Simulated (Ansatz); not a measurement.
Geometry optimisation, DFT PBE-D3(BJ), scalar-relativistic, plane waves, PAW in Ansatz.

input.yaml

```yaml
crystal:
  lattice:
    - [5.727565, 0.0, 0.0]
    - [4.295674, 7.440325, 0.0]
    - [0.0, 0.0, 17.676537]
  atoms:
    - { symbol: Al, position: [0.1666667, 0.1111111, 0.0565722] }
    - { symbol: Al, position: [0.6666667, 0.1111111, 0.0565722] }
    - { symbol: Al, position: [0.1666667, 0.4444444, 0.0565722] }
    - { symbol: Al, position: [0.6666667, 0.4444444, 0.0565722] }
    - { symbol: Al, position: [0.1666667, 0.7777778, 0.0565722] }
    - { symbol: Al, position: [0.6666667, 0.7777778, 0.0565722] }
    - { symbol: Al, position: [-0.1666667, 0.2222222, 0.1888531] }
    - { symbol: Al, position: [0.3333333, 0.2222222, 0.1888531] }
    - { symbol: Al, position: [-0.1666667, 0.5555556, 0.1888531] }
    - { symbol: Al, position: [0.3333333, 0.5555556, 0.1888531] }
    - { symbol: Al, position: [-0.1666667, 0.8888889, 0.1888531] }
    - { symbol: Al, position: [0.3333333, 0.8888889, 0.1888531] }
    - { symbol: Al, position: [0.0, 0.0, 0.321134] }
    - { symbol: Al, position: [0.5, 0.0, 0.321134] }
    - { symbol: Al, position: [0.0, 0.3333333, 0.321134] }
    - { symbol: Al, position: [0.5, 0.3333333, 0.321134] }
    - { symbol: Al, position: [0.0, 0.6666667, 0.321134] }
    - { symbol: Al, position: [0.5, 0.6666667, 0.321134] }
    - { symbol: Cl, position: [0.7359691, 0.014286, 0.4851933] }
    - { symbol: H, position: [0.8823988, 0.0766607, 0.5106508] }
basis:
  ecutwfc: 420.0
kpoints:
  mp_grid: { grid: [4, 3, 1] }
hamiltonian:
  xc: pbe
  dispersion: d3bj
  pseudopotentials: { kind: paw, azcp: { folder: soft_1 } }
scf:
  occupations: { method: gaussian, width: 0.05 }
  lower_state_search: "off"
relax:
  f_tol: 0.03
  max_steps: 60
  adjacent_minimum: "off"
  constraints: [{ sites: [0, 1, 2, 3, 4, 5] }]
output:
  write_density: true
  write_potential: true
  elf: true
  volumetric_format: npy
```

Run as:

```bash
$ ansatz run input.yaml --threads 2 --pin off --max-ram 5120MiB --backend cpu --events-out ev --progress --plain --runs-dir out
```

Task: Where does it end, and by what steps?

Result: It converged. The force dipped under the threshold on the way, but the program's further checks kept it going. Limits of this set-up: coarse k mesh, thin slab, slab without dipole correction. After 24 steps the energy has fallen by 0.294 eV; H20 moved furthest, 1.63 Å.

| step | energy less start (eV) | largest force component (eV/Å) | accepted |
| --- | --- | --- | --- |
| 0 | 0.0000 | 0.387 | yes |
| 1 | -0.1385 | 0.268 | yes |
| 2 | -0.1736 | 0.396 | yes |
| 3 | -0.1978 | 0.158 | yes |
| 4 | -0.2078 | 0.053 | yes |
| 5 | -0.2084 | 0.042 | yes |
| 6 | -0.1869 | 0.831 | no |
| 7 | -0.2128 | 0.129 | yes |
| 8 | -0.2178 | 0.176 | yes |
| 9 | -0.2259 | 0.222 | yes |
| 10 | -0.2396 | 0.119 | yes |
| 11 | -0.2506 | 0.301 | yes |
| 12 | -0.2633 | 0.402 | yes |
| 13 | -0.2787 | 0.112 | yes |
| 14 | -0.2867 | 0.057 | yes |
| 15 | -0.2899 | 0.026 | yes |
| 16 | -0.2899 | 0.345 | no |
| 17 | -0.2919 | 0.114 | yes |
| 18 | -0.2927 | 0.111 | yes |
| 19 | -0.2933 | 0.069 | yes |
| 20 | -0.2942 | 0.017 | yes |
| 21 | -0.2942 | 0.016 | yes |
| 22 | -0.2944 | 0.046 | yes |
| 23 | -0.2944 | 0.013 | yes |
| 24 | -0.2944 | 0.013 | yes |

```xyz
20
Lattice="5.7276 0.0000 0.0000 4.2957 7.4403 0.0000 0.0000 0.0000 17.6765" Properties=species:S:1:pos:R:3
Al 1.432 0.827 1.000
Al 4.296 0.827 1.000
Al 2.864 3.307 1.000
Al 5.728 3.307 1.000
Al 4.296 5.787 1.000
Al 7.159 5.787 1.000
Al 0.003 1.669 3.293
Al 2.867 1.669 3.293
Al 1.437 4.146 3.294
Al 4.299 4.150 3.290
Al 2.867 6.628 3.293
Al 5.734 6.626 3.288
Al 0.012 0.027 5.577
Al 2.866 0.027 5.579
Al 1.441 2.508 5.593
Al 4.303 2.517 5.578
Al 2.873 4.991 5.588
Al 5.735 4.990 5.588
Cl 4.282 0.854 9.101
H 4.344 0.784 7.786
```

The run took 4.3 min on 2 threads of Arm Neoverse V1, on a shared host, peak memory 0.93 GiB.
